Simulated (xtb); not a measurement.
xtb input:

```bash
xtb mol.xyz --gfnff --opt tight --chrg 0 --uhf 0
```
mol.xyz:
```
4

F     -0.99444064     1.82184822     0.05953262
In    -0.23789491     0.04022490     0.00464872
F     -1.53945588    -1.39339961    -0.01001758
Cl     2.02717173    -0.34276810    -0.03961309
```

Task: Predict the final energy.

Result: -0.24302 Eh (GFN-FF).
